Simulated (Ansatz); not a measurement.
One change: `FCC([SiH3])Br` becomes `OC([SiH3])Br`.

Ansatz, PBE0-D4/def2-TZVP geometries, multiplicity 1. Each molecule was computed in one conformer, which needn't be the lowest.

Scalar relativity is left out up to krypton.

```tsv
property	`FCC([SiH3])Br`
HOMO–LUMO gap (PBE/def2-TZVPP) / eV	5.14
size of the dipole moment (B3LYP/def2-TZVPP) / D	0.28
HOMO–LUMO gap (ωB97M-V/def2-TZVPP) / eV	11.64
LUMO energy (ωB97M-V/def2-TZVPP) / eV	1.36
LUMO energy (B3LYP/def2-TZVPP) / eV	-0.89
HOMO energy (PBE/def2-TZVPP) / eV	-6.80
```

Q: Give the same properties after the change, and the shifts. (Best estimate.)

A: The calculation gave: 
```
                                        property  `OC([SiH3])Br`  shift
             HOMO–LUMO gap (PBE/def2-TZVPP) / eV            5.05  -0.09
size of the dipole moment (B3LYP/def2-TZVPP) / D            1.90   1.62
         HOMO–LUMO gap (ωB97M-V/def2-TZVPP) / eV           11.43  -0.21
           LUMO energy (ωB97M-V/def2-TZVPP) / eV            1.38   0.02
             LUMO energy (B3LYP/def2-TZVPP) / eV           -0.78   0.11
               HOMO energy (PBE/def2-TZVPP) / eV           -6.53   0.27
```

With PBE0 the HOMO rises by 0.25 eV and the LUMO rises by 0.12 eV, so the gap narrows by about 0.13 eV. PBE moves the HOMO by 0.27 eV and ωB97M-V by 0.23 eV. Dipoles are sizes alone; their direction can turn.

B3LYP here is the variant with VWN-RPA as its local correlation; programs differ in this.

Spin–orbit coupling is left out; it splits and shifts lone-pair levels of the heavy atoms by tenths of an eV.
